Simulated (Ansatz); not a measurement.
Wavefunction ladder for CH$_{8}$AsNSi (`CN[SiH2][AsH2]`)

```tsv
atom	x (Å)	y (Å)	z (Å)
C1	1.668	0.930	-0.332
N2	0.438	0.427	0.243
Si3	-0.545	-0.749	-0.525
As4	-2.598	-1.044	0.602
H5	1.882	1.940	0.028
H6	1.564	0.992	-1.418
H7	2.543	0.300	-0.121
H8	0.406	0.479	1.249
H9	0.054	-2.117	-0.630
H10	-0.799	-0.288	-1.917
H11	-1.886	-1.314	1.922
H12	-2.726	0.444	0.899
```

Total charge 0; spin multiplicity 1. Correlated methods include outer-core shells of As, which these sets cover unevenly. Scalar relativity is left out up to krypton. All single points use the PBE0-D4/def2-TZVP geometry. It is one conformer, not always the lowest. Frozen core, restricted reference, Ansatz 0.2.0.

```tsv
basis	HF (Eh)	MP2 corr.
def2-SVP	-2619.68245	-0.65484
def2-TZVPP	-2620.17680	-0.79217
def2-QZVPP	-2620.23605	-1.11111
```

**Question.** Estimate the CCSD correlation energy and the (T) correction in each basis where they were run (hartree).

**Answer.** 
| basis | CCSD corr. | (T) |
| --- | --- | --- |
| def2-SVP | -0.70735 | -0.01947 |
| def2-TZVPP | -0.83922 | -0.03148 |
